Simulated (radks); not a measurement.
Values are calculated unless marked as measured or tabulated.
Question: Radial electron density D(r) = 4 pi r^2 rho(r) of an atom or ion with 53 electrons. Code: a radial shooting solver on a logarithmic mesh with Libxc functionals. Model: scalar-relativistic Kohn-Sham, SOGGA, spin-polarised, spherical densities, finite nucleus; Fermi nuclear charge, rms radius of each element as measured or else 0.836 A^(1/3) + 0.57 fm.

| r (bohr) | D(r) (e/bohr) | spin D(r) |
|---|---|---|
| 0.001949 | 6.040 | -0.0000158 |
| 0.0026 | 9.588 | -0.0000231 |
| 0.003468 | 14.87 | -0.0000304 |
| 0.004625 | 22.37 | -0.0000306 |
| 0.006169 | 32.30 | -0.00000268 |
| 0.008228 | 44.19 | 0.000109 |
| 0.01097 | 56.36 | 0.000440 |
| 0.01464 | 65.72 | 0.00127 |
| 0.01952 | 68.87 | 0.00314 |
| 0.02604 | 65.18 | 0.00677 |
| 0.03473 | 60.19 | 0.0126 |
| 0.04632 | 63.69 | 0.0190 |
| 0.06178 | 78.23 | 0.0210 |
| 0.0824 | 89.07 | 0.0124 |
| 0.1099 | 79.85 | -0.00124 |
| 0.1466 | 64.22 | 0.00457 |
| 0.1955 | 68.44 | 0.0352 |
| 0.2607 | 73.72 | 0.0360 |
| 0.3478 | 49.44 | 0.000545 |
| 0.4638 | 25.66 | 0.0414 |
| 0.6186 | 27.10 | 0.102 |
| 0.8251 | 25.39 | 0.0193 |
| 1.101 | 13.37 | 0.0301 |
| 1.468 | 6.306 | 0.316 |
| 1.958 | 4.342 | 0.532 |
| 2.611 | 2.611 | 0.411 |
| 3.483 | 0.9753 | 0.164 |
| 4.645 | 0.2115 | 0.0327 |
| 6.195 | 0.02521 | 0.00303 |
| 8.263 | 0.001330 | 0.0000800 |

What is the nuclear charge?

Answer: Z = 53. The innermost maximum, from 1s, lies near gamma/Z bohr with gamma = sqrt(1 - (Z/c)^2) = 0.922, here 0.0174 bohr (found: 0.0191), and its height grows with Z. The density is that of neutral iodine in [Kr] 4d10 5s2 5p5; the configuration itself is not fixed sharply by these data, and Z only to a few units. D(r) has 4 maxima, at r = 0.0191, 0.0844, 0.243, 0.698 bohr, and minima at 0.0370, 0.160, 0.511 bohr, inside which lie 1.98, 11.21, 28.98 electrons.
